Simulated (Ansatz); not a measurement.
Calculated with Ansatz (gas phase, PBE0-D4/def2-TZVP geometries, no zero-point term in ΔE). CCSD(T)/CBS is the MP2 limit (def2-TZVPP, def2-QZVPP) plus CCSD(T) − MP2 in def2-TZVPP, frozen cores. This one scheme is used for every species. For Se outer-core shells are correlated without core-valence functions, which leaves a few kJ/mol of doubt a bond. Scalar relativity is left out up to krypton. Each species was taken in one conformer, which may not be the lowest.

Consider the cleavage of the B–Si bond: `[SiH3][SiH2]B[SeH]` + NH₃ → `NB[SeH]` + `[SiH3][SiH3]`.

`[SiH3][SiH2]B[SeH]`:

```xyz
11

Si    0.144    1.875   -0.096
Si    0.869   -0.321    0.301
B    -0.316   -1.530   -0.750
Se   -1.835   -2.402   -0.017
H    -1.263    2.031    0.364
H     0.993    2.857    0.631
H     0.202    2.181   -1.551
H     0.772   -0.584    1.766
H     2.299   -0.423   -0.106
H    -0.185   -1.719   -1.922
H    -1.679   -1.966    1.381
```

NH₃:

Z-matrix (Å, degrees):
```
N
H 1 1.013
H 1 1.013 2 107.1
H 1 1.013 2 107.1 3 -114.5
```

`NB[SeH]`:

```xyz
7

N    -0.262    0.439    1.104
B     0.298    0.005   -0.091
Se   -0.835   -0.766   -1.487
H     0.298    0.838    1.837
H    -1.242    0.390    1.325
H     1.472    0.099   -0.273
H     0.271   -1.005   -2.416
```

`[SiH3][SiH3]`:

Z-matrix (Å, degrees):
```
Si
Si 1 2.338
H 1 1.488 2 110.3
H 1 1.488 2 110.3 3 120.0
H 1 1.488 2 110.3 3 -120.0
H 2 1.488 1 110.3 3 59.9
H 2 1.488 1 110.3 3 179.9
H 2 1.488 1 110.3 3 -60.1
```

```csv
species,CCSD(T)/CBS(def2) energy (Eh)
`[SiH3][SiH2]B[SeH]`,-3007.86627
NH₃,-56.50880
`NB[SeH]`,-2482.67368
`[SiH3][SiH3]`,-581.74359
```

(1) Work out ΔE.

Largest T1 diagnostic among the species: 0.014.

Answers

(1) ΔE = (-2482.67368) + (-581.74359) − (-3007.86627) − (-56.50880) = -0.04220 Eh = -26.5 kcal/mol.

The D4 term adds +1.7 kcal/mol with B3LYP and +1.0 kcal/mol with PBE0; it sums over pairs of atoms, weighted by their polarisabilities, and B3LYP, whose exchange is more repulsive, gets the larger term. At CCSD(T), def2-SVP lies −4.5 kcal/mol from the extrapolated value and def2-TZVPP −0.5 kcal/mol.

B3LYP here is the variant with VWN-RPA as its local correlation; programs differ in this.
